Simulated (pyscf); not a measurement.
Optimised with ωB97X-D3(BJ)/def2-SVP in PySCF.

**Question.** Estimate the classical barrier height and the reaction energy of •O–SnH(Cl)–Cl → HO–Sn•(Cl)–Cl at ωB97M-D3(BJ)/def2-TZVP. The step runs on the doublet surface, breaks H–Sn and forms H–O; take the reactant's lowest minimum found as zero.

**Answer.** ΔE‡ = 22.0 kcal/mol, ΔE = -50.3 kcal/mol. Zero-point energy shifts the barrier by -1.4 kcal/mol. It is a hydrogen shift, with an imaginary mode of 1453i cm⁻¹. On the product side the descent ends in a point that may be a rotor saddle (no frequency run), 1.2 kcal/mol over the lowest minimum found and 69.9 kcal/mol under the saddle at ωB97X-D3(BJ)/def2-TZVP. This saddle turned up in a search for another step; its sides and bond changes are read from the two ends of the descent. One saddle was located; it need not be the lowest between these sides. Elements past Kr carry the def2 core potentials, without spin-orbit coupling.
